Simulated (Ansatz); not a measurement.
C3H, SMILES [C]([C])[CH+] (connectivity only; charge and spin as stated), charge +1, multiplicity 1.

The structure is a stationary point at PBE0-D3(BJ)/def2-TZVP.

Two levels are set side by side: PBE/def2-TZVPD (Ansatz, a program for electronic structure) and PBE0/def2-TZVPD (Ansatz). Energy differences of separate SCF runs at the same geometry; the states with an electron removed or added have multiplicity 2. Differences are taken from unrounded values.

```
quantity                           PBE0
---------------------------------  ----
vertical electron affinity (eV)    9.32
vertical singlet–triplet gap (eV)  1.40
```

Problem. What does PBE give, and how far is it from PBE0? (An estimate is asked for; the answer gives what the named calculation found.)

Solution. 
| quantity | PBE | PBE minus PBE0 |
|---|---|---|
| vertical electron affinity (eV) | 9.17 | -0.15 |
| vertical singlet–triplet gap (eV) | 1.55 | 0.16 |
